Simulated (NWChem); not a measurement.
System: C2H4Br2; SMILES CC(Br)Br

Output (shortened):

```
             Northwest Computational Chemistry Package (NWChem) 7.3.0
             --------------------------------------------------------

 CS  symmetry detected

                             Geometry "geometry" -> ""
                             -------------------------

 Output coordinates in angstroms (scale by  1.889725989 to convert to a.u.)

  No.       Tag          Charge          X              Y              Z
 ---- ---------------- ---------- -------------- -------------- --------------
    1 C                    6.0000    -2.02032191    -0.18016919     0.00000000
    2 C                    6.0000    -0.65136078     0.44841752     0.00000000
    3 Br                  35.0000     0.34024288    -0.03075193     1.60048700
    4 Br                  35.0000     0.34024288    -0.03075193    -1.60048700
    5 H                    1.0000    -1.94903409    -1.27674845     0.00000000
    6 H                    1.0000    -2.57521740     0.13829351     0.89535600
    7 H                    1.0000    -2.57521740     0.13829351    -0.89535600
    8 H                    1.0000    -0.68743679     1.54330669     0.00000000

 Effective nuclear repulsion energy (a.u.)     475.3965787221

      Symmetry information
      --------------------

 Group name             Cs
 Group number              2
 Group order               2
 No. of unique centers     6

                                 NWChem DFT Module
                                 -----------------

 Summary of "ao basis" -> "ao basis" (spherical)
 ------------------------------------------------------------------------------
       Tag                 Description            Shells   Functions and Types
 ---------------- ------------------------------  ------  ---------------------
 C                         def2-tzvpd               13       37   6s3p3d1f
 Br                        def2-tzvpd               19       57   7s6p5d1f
 H                         def2-tzvpd                5        9   3s2p

      Symmetry analysis of basis
      --------------------------

        a'        130
        a"         94

            General Information
            -------------------
          SCF calculation type: DFT
          Wavefunction type:  closed shell.
          No. of atoms     :     8
          No. of electrons :    86
           Alpha electrons :    43
            Beta electrons :    43
          Charge           :     0
          Spin multiplicity:     1
          Use of symmetry is: on ; symmetry adaption is: on
          Maximum number of iterations: 150
          AO basis - number of functions:   224
                     number of shells:    84
          Convergence on energy requested:  1.00D-06
          Convergence on density requested:  1.00D-05
          Convergence on gradient requested:  5.00D-04

              XC Information
              --------------
                  TPSS metaGGA Exchange Functional  1.000
             TPSS03 metaGGA Correlation Functional  1.000

             Grid Information
             ----------------
          Grid used for XC integration:  medium
          Radial quadrature: Mura-Knowles
          Angular quadrature: Lebedev.
          Tag              B.-S. Rad. Rad. Pts. Rad. Cut. Ang. Pts.
          ---              ---------- --------- --------- ---------
          C                   0.70       49          13.0       434
          Br                  1.15      112          14.0       590
          H                   0.35       45          13.0       434
          Grid pruning is: on
          Number of quadrature shells:   345
          Spatial weights used:  Erf1

      Superposition of Atomic Density Guess
      -------------------------------------

 Sum of atomic energies:       -5222.14055213

      Non-variational initial energy
      ------------------------------

 Total energy =   -5223.778135
 1-e energy   =   -8215.737252
 2-e energy   =    2516.562538
 HOMO         =      -0.347350
 LUMO         =      -0.009432

      Symmetry analysis of molecular orbitals - initial
      -------------------------------------------------

  Numbering of irreducible representations:

     1 a'          2 a"

  Orbital symmetries:

     1 a"          2 a'          3 a'          4 a"          5 a'
     6 a"          7 a'          8 a"          9 a"         10 a'
    11 a'         12 a'         13 a'         14 a"         15 a'
    16 a"         17 a'         18 a'         19 a"         20 a"
    21 a'         22 a"         23 a'         24 a'         25 a"
    26 a"         27 a'         28 a'         29 a"         30 a"
    31 a'         32 a'         33 a"         34 a'         35 a'
    36 a"         37 a'         38 a'         39 a"         40 a'
    41 a"         42 a"         43 a'         44 a'         45 a"
    46 a'         47 a'         48 a"         49 a'         50 a"
    51 a'         52 a"         53 a'

------------------------------------------------------------
EAF file 0: "./job.aoints.0" size=848297984 bytes
------------------------------------------------------------
               write      read    awrite     aread      wait
               -----      ----    ------     -----      ----
     calls:     1618         0         0         0         0
   data(b): 8.48e+08  0.00e+00  0.00e+00  0.00e+00
   time(s): 0.00e+00  0.00e+00  0.00e+00  0.00e+00  0.00e+00
rate(mb/s): 0.00e+00  0.00e+00
------------------------------------------------------------

     ---------------------------------------------
      Total Density - Mulliken Population Analysis
     ---------------------------------------------

[...]
```

Level: TPSS/def2-TZVPD. All runs use the structure optimised with PBE0/def2-SVP.

Question: Which NWChem input produces such a log?

Answer: Several could match; the one computed here: the input that was run:
```
start job
memory heap 200 mb stack 900 mb global 1100 mb
geometry units angstroms noautoz
  C     -2.027910    -0.193948     0.000000
  C     -0.666818     0.451501     0.000000
  Br     0.330629    -0.015383    -1.600487
  Br     0.330629    -0.015383     1.600487
  H     -1.943082    -1.289563     0.000000
  H     -2.586697     0.117636    -0.895356
  H     -2.586697     0.117636     0.895356
  H     -0.716416     1.545861     0.000000
end
basis spherical
  * library def2-tzvpd
end
dft
  xc xtpss03 ctpss03
  iterations 150
  semidirect filesize 400000000
  mulliken
end
task dft energy
```
